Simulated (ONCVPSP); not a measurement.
Transferability test, ONCV potential for N (Z = 7)

```json
{
 "Element": "nitrogen (N)",
 "Generator": "ONCVPSP 4.0.1",
 "Type": "optimised norm-conserving Vanderbilt (ONCV)",
 "Functional": "PBE",
 "Relativity": "scalar-relativistic",
 "Frozen core": "[He]",
 "Valence charge": "5",
 "Reference configuration": "2s2 2p3",
 "Partial waves": "2s: rc 1.15 bohr, ncon 4, nbas 8, qcut 5.7 1/bohr, 2 projectors, debl 3.8 Ha; 2p: rc 1.55 bohr, ncon 3, nbas 7, qcut 7.4 1/bohr, 2 projectors, debl 2.5 Ha; d scattering state at 0.15 Ha: rc 1.60 bohr, ncon 4, nbas 9, qcut 6.2 1/bohr, 1 projector",
 "Local potential": "polynomial inside 1.05 bohr (lpopt 3, dvloc0 3 Ha)",
 "Core correction": "Teter function, fcfact 5.25, rcfact 1.3"
}
```

Energies are relative to the spin-unpolarised reference configuration 2s2 2p3; without spin polarisation the order of configurations can differ from experiment.

(1) Give the all-electron excitation energy and the error of the potential for: 2s2 2p2; 2s2 2p1; 2s2 2p0; 2s0 2p5.

Answers

(1)

```
valence configuration  charge  ΔE all-electron (eV)  error AE − PS (meV)
              2s2 2p2      +1                13.591                  +29
              2s2 2p1      +2                42.445                 +259
              2s2 2p0      +3                89.527                +1080
              2s0 2p5       0                23.041                  +25
```
